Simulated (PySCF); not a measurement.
Coordinates in bohr (charge 0 multiplicity 1):
```
Pb    0.0000    0.0000   -0.4210
N     0.0000    0.0000   -3.9757
Cl    0.0000    0.0000    4.0943
```

All numbers come from PySCF, PBE0, basis Pb def2-TZVP with ECP60, N def2-TZVP, Cl def2-TZVP (scalar-relativistic core potentials, no spin–orbit coupling, density fitting).

This geometry of ClPbN is a stationary point at this level.

What is the point group?

C∞v.

Is it a minimum?

Yes: all harmonic wavenumbers are real.

Give the atomic charges and bond orders.


```tsv
atom	Mulliken	Löwdin	polar tensor	Mayer order to Pb1
Pb1	0.83	0.39	0.82	–
N2	-0.54	-0.42	-0.34	2.37
Cl3	-0.30	0.02	-0.48	0.88
```

Give the ideal-gas entropy at 298.15 K and 1 bar by parts.

translation 178.1, rotation 74.6, vibration 38.4, spin 0.0; total 291.1 J/(mol K).

What is the atomisation energy, with and without zero-point energy?

401 kJ/mol without, 394 kJ/mol with.

This need not be the most stable arrangement of these atoms. With an element this heavy the missing spin–orbit coupling can shift these numbers.
